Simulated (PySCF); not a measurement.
# TDDFT excited states: C5H11Al

Species: C5H11Al.
SMILES with atom numbers: `[CH3:1][C@@H:2]1[CH2:3][CH2:4][CH2:5][AlH:6]1` (hydrogens: H7, H8, H9 on C1; H10 on C2; H11, H12 on C3; H13, H14 on C4; H15, H16 on C5; H17 on Al6)

Theory: PySCF 2.14.0, density-fitted response routines, TDDFT B3LYP/def2-SVPD, vertical, gas phase, core orbitals frozen in the response. One conformer (not necessarily the lowest) at the PBE0-D3(BJ)/def2-SVP geometry, without solvent, vibrations or thermal averaging.

Problem. Predict the UV-vis stick spectrum at this level.

Solution. 

| state | E (eV) | λ (nm) | f | \|μ\| (D) | main configurations (H = HOMO, L = LUMO) |
| --- | --- | --- | --- | --- | --- |
| S1 | 4.15 | 299.0 | 0.0002 | 0.12 | H→L (100%) |
| S2 | 5.03 | 246.3 | 0.0005 | 0.16 | H-1→L (99%) |
| S3 | 5.68 | 218.3 | 0.011 | 0.70 | H→L+1 (99%) |
| S4 | 6.20 | 199.9 | 0.020 | 0.93 | H→L+2 (97%) |
| S5 | 6.49 | 191.0 | 0.0010 | 0.20 | H-2→L (92%) |
| S6 | 6.59 | 188.1 | 0.029 | 1.08 | H→L+3 (75%), H→L+4 (15%) |
| S7 | 6.65 | 186.4 | 0.0036 | 0.38 | H-1→L+1 (89%) |
| S8 | 6.74 | 183.9 | 0.0068 | 0.51 | H-3→L (95%) |
| S9 | 6.76 | 183.3 | 0.041 | 1.26 | H→L+4 (68%), H→L+3 (14%) |
| S10 | 6.97 | 178.0 | 0.0037 | 0.38 | H→L+5 (84%) |

Triplets, Tamm–Dancoff:

| state | E (eV) | λ (nm) | main configurations (H = HOMO, L = LUMO) |
| --- | --- | --- | --- |
| T1 | 3.91 | 317.4 | H→L (99%) |
| T2 | 4.71 | 263.1 | H-1→L (98%) |
| T3 | 5.40 | 229.5 | H→L+1 (87%) |
| T4 | 5.86 | 211.7 | H→L+2 (79%), H-1→L+1 (12%) |

The lowest singlet comes at 299 nm (400 kJ/mol) in the ultraviolet; it is dark (f under 0.0005); its leading configuration is HOMO→LUMO (100%). The most intense listed level is S9 at 6.76 eV (183 nm, f = 0.041), 2.62 eV above S1. Löwdin shares by element: HOMO carbon 55% or more, aluminium 18% (atoms not listed hold the other 27%); LUMO aluminium 56%, carbon 18% or more, hydrogen 12% or more. Orbital energies (eV): HOMO-3 -8.89, HOMO-2 -8.65, HOMO-1 -7.40, HOMO -6.50, LUMO -1.24, LUMO+1 0.04, LUMO+2 0.53. Weighted by f, the mean energy of these states is 6.51 eV. Of the 10 states listed, 4 reach f = 0.01 and 2 stay under 0.0005. All these states lie below the vertical ionisation energy of 8.54 eV (ΔSCF). Only the lowest 10 singlets were computed, as vertical energies without vibronic structure.
